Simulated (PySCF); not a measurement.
B(CF3)(H)(OH) (CH2BF3O), SMILES OBC(F)(F)F.

Coordinates come from a B3LYP-D3(BJ)/def2-SVP optimisation. The values are those of a single conformer.

Two levels are set side by side: PBE/def2-TZVP (PySCF) and CAM-B3LYP/def2-TZVP (PySCF). Same geometry, gas phase. Differences are taken from unrounded values.

| quantity | CAM-B3LYP | PBE | PBE minus CAM-B3LYP |
|---|---|---|---|
| orbital gap (eV) | 11.06 | 5.72 | -5.34 |
| highest occupied level (eV) | -11.14 | -7.92 | 3.22 |
| lowest empty level (eV) | -0.08 | -2.20 | -2.12 |
| dipole moment (D) | 1.33 | 1.32 | -0.01 |
| mean polarisability (bohr³) | 31.1 | 33.1 | 2.0 |

Without exact exchange PBE keeps part of each electron's self-repulsion, which lifts occupied levels and narrows the gap. PBE's more diffuse valence density responds more strongly to a field. Differences between two approximate levels are no errors against the true value.

Rough cost on one machine, each run with all the roots and properties that it gave: CAM-B3LYP against PBE within a factor of 2.
